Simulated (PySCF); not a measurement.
**Tc: ionisation energy**

Tc [Kr] 4d5 5s2 (6S) → Tc+ [Kr] 4d5 5s1 (7S), as a difference of total energies. Calculation: PySCF 2.14, in def2-TZVP with the def2 core potential (28 electrons); a scalar-relativistic core potential. Correlated levels: valence: 4s2 4p6 frozen. The calculations carry no spin-orbit coupling.

```csv
method,ionisation energy (eV)
UHF,5.542
MN15,7.138
LDA,7.338
MP2 (valence),6.482
SCS-MP2 (valence),6.693
```

How much does correlation contribute at MP2 (valence)?

6.482 − (5.542) = 0.940 eV, measured against UHF.

Errors of the correlated levels include the incompleteness of this basis and the frozen core.

MP2 underrates the near-degeneracy of ns² with np² in the lower species.

For comparison: 7.119 eV (measured; NIST Atomic Spectra Database, ionization energies).
